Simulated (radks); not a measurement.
Spherical quantum dot in the effective-mass picture: electrons in a hard-walled sphere of radius 5.29, all in effective atomic units (hartree* = m*/eps^2 hartree, bohr* = eps/m* bohr), one dielectric constant everywhere. Calculated with a radial shooting solver with Libxc functionals: non-relativistic Kohn-Sham, PBEsol, spin-polarised, spherical densities. Levels are named by radial order and angular momentum (1s, 1p, 1d, 2s, ...), and open shells are averaged over m. Results are scaled to m* = 0.049 and eps = 4.9, for which hartree* = 55.53 meV and bohr* = 5.292 nm.

N = 21, configuration 1s2 1p6 1d10 1f(up 3, down 0). This is the lowest configuration that the search found. Occupied and some empty levels:

level,occupation,eigenvalue (meV),<r> (nm)
1s up,1,281.28,19.68
1s down,1,282.59,19.59
1p up,3,285.89,20.16
1p down,3,287.27,20.10
1d up,5,294.26,20.64
1d down,5,295.70,20.60
1f up,3,305.96,21.07
1f down,0,307.45,21.04
1g up,0,320.72,21.45
2s up,0,321.69,12.71
2s down,0,322.10,12.70
1g down,0,322.25,21.43
2p up,0,337.28,14.78
2p down,0,337.85,14.75
2d up,0,356.66,16.08
2d down,0,357.37,16.06

Energy (meV): total 3328.28, kinetic 764.95, external 0, Hartree 2934.6, exchange-correlation -371.25.

Electron density:

r (nm),n(r) (e/nm^3)
0.829,5.422e-06
2.92,7.237e-06
5.00,0.00001234
7.09,0.00002355
9.18,0.00004592
11.3,0.00008642
13.4,0.0001525
15.4,0.0002467
17.5,0.0003553
19.6,0.0004370
21.7,0.0004260
23.8,0.0002845
25.9,0.00008807
28.0,8.615e-08
